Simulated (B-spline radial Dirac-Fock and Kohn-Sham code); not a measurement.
# Kohn-Sham estimates against Dirac-Fock for the levels of Ce³⁺

System: the Ce³⁺ ion, configuration [Xe] 4f1.

The density-functional columns are spherical, spin-unpolarised Dirac-Kohn-Sham results without Breit or QED terms: −ε is minus the orbital energy of the initial state and ΔSCF the difference of two total energies. The reference in the last column comes from relaxed Dirac-Fock hole states (ΔSCF) with Breit and QED corrections and a finite nucleus. All numbers are from an atomic code on a B-spline grid, in eV; a selection of levels is shown. For the 1s level of heavy atoms much of the gap between ΔSCF and the reference is the Breit and QED part, -156.0 eV here; for other levels the error of the functional can be larger.

```
level   LDA −ε  LDA ΔSCF   PBE −ε  PBE ΔSCF  Dirac-Fock
   1s  40213.7   40619.8  40254.9   40662.2     40476.2
   2s   6457.4    6532.7   6462.7    6537.8      6590.4
2p1/2   6101.2    6195.2   6103.3    6197.2      6200.3
2p3/2   5655.2    5741.7   5656.7    5743.1      5759.3
   3s   1408.6    1434.7   1410.2    1436.1      1476.1
3p1/2   1257.4    1284.5   1257.9    1285.0      1311.4
3p3/2   1169.8    1195.7   1170.1    1196.0      1223.0
3d3/2    904.2     933.5    903.9     933.2       938.0
3d5/2    885.3     914.2    885.1     913.9       919.6
   4s    303.5     315.9    304.1     316.5       334.9
4p1/2    247.3     259.5    247.5     259.7       271.8
4p3/2    228.3     240.1    228.7     240.5       252.8
4d3/2    135.9     147.1    135.8     147.0       147.2
4d5/2    132.6     143.7    132.5     143.6       144.0
   4f    28.98     38.06    28.63     37.70       34.98
   5s    63.84     70.70    63.60     70.44       72.97
5p1/2    48.13     54.48    47.91     54.24       53.07
5p3/2    45.18     51.33    45.02     51.15       50.11
```

Task: Order the estimates of the K (1s) level by their distance from the Dirac-Fock value, nearest first.
A. LDA −ε
B. PBE −ε
C. PBE ΔSCF
D. LDA ΔSCF

Result: D (143.7 eV), C (186.1 eV), B (221.2 eV), A (262.4 eV).

Values without a named source are computed, but for edge energies of neutral atoms, which are taken from tables.
